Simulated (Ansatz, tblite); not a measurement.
Forces on `N#Cc1ccccc1-c1ccccc1C#N` at its PBE-D4/def2-SVP geometry. The state is a singlet with charge 0.

The xTB rows come from tblite.

GFN2-xTB (tblite), largest force 3.27 eV/Å:

```xyz
24
positions Å, forces eV/Å
N     1.426    0.964   -3.043   -2.596   -0.012    1.995
C     0.495    0.963   -2.327    1.829    0.003   -1.342
C    -0.658    0.978   -1.473   -0.033   -0.011    0.074
C    -1.850    1.562   -1.958    0.046   -0.175    0.226
C    -3.004    1.569   -1.169    0.263   -0.101    0.085
C    -2.976    0.995    0.111    0.241   -0.004   -0.144
C    -1.798    0.416    0.599    0.030    0.069   -0.214
C    -0.619    0.395   -0.173   -0.407    0.157   -0.193
C     0.625   -0.211    0.366    0.406   -0.213    0.133
C     1.829    0.521    0.381   -0.042   -0.216    0.069
C     3.009   -0.030    0.898   -0.247   -0.131    0.002
C     3.012   -1.336    1.413   -0.261    0.093   -0.096
C     1.833   -2.087    1.408   -0.047    0.243   -0.144
C     0.638   -1.536    0.890    0.039    0.063   -0.027
C    -0.542   -2.352    0.874   -1.871   -1.278    0.006
N    -1.496   -3.037    0.874    2.660    1.909   -0.008
H    -1.857    1.995   -2.969    0.004   -0.236    0.584
H    -3.928    2.024   -1.555    0.575   -0.287    0.244
H    -3.879    0.999    0.740    0.565   -0.005   -0.402
H    -1.783   -0.022    1.607   -0.003    0.242   -0.583
H     1.834    1.549   -0.009   -0.006   -0.594    0.210
H     3.932    0.568    0.900   -0.576   -0.384   -0.005
H     3.937   -1.772    1.819   -0.575    0.275   -0.258
H     1.819   -3.115    1.796    0.007    0.594   -0.212
```

r2SCAN-D4/def2-TZVP (Ansatz), largest force 1.86 eV/Å:

```
N -1.477 0.004 1.126
C 1.108 -0.007 -0.851
C -0.205 0.024 0.157
C -0.014 -0.050 0.038
C 0.109 -0.023 0.023
C 0.087 -0.006 -0.050
C 0.011 0.033 -0.072
C -0.254 0.117 -0.107
C 0.255 -0.120 0.103
C -0.019 -0.074 0.040
C -0.090 -0.042 -0.001
C -0.106 0.022 -0.028
C 0.011 0.049 -0.026
C 0.215 0.137 0.003
C -1.135 -0.810 -0.005
N 1.514 1.077 0.006
H 0.012 -0.210 0.498
H 0.471 -0.235 0.190
H 0.456 -0.003 -0.319
H 0.004 0.204 -0.496
H -0.012 -0.505 0.175
H -0.465 -0.305 -0.003
H -0.471 0.216 -0.211
H -0.003 0.507 -0.191
```

PBE0-D4/def2-TZVP (Ansatz), largest force 2.54 eV/Å:

```
N -2.018 0.004 1.543
C 1.678 -0.004 -1.291
C -0.461 -0.008 0.369
C 0.073 -0.153 0.202
C 0.231 -0.088 0.088
C 0.230 -0.005 -0.154
C 0.061 0.098 -0.218
C -0.375 0.221 -0.236
C 0.374 -0.257 0.198
C -0.071 -0.221 0.100
C -0.237 -0.141 0.000
C -0.228 0.093 -0.086
C -0.074 0.221 -0.118
C 0.477 0.342 -0.029
C -1.719 -1.232 -0.003
N 2.068 1.476 0.007
H 0.008 -0.217 0.522
H 0.491 -0.245 0.201
H 0.476 -0.004 -0.335
H -0.004 0.219 -0.527
H -0.004 -0.537 0.188
H -0.486 -0.320 -0.004
H -0.491 0.228 -0.220
H 0.002 0.531 -0.197
```
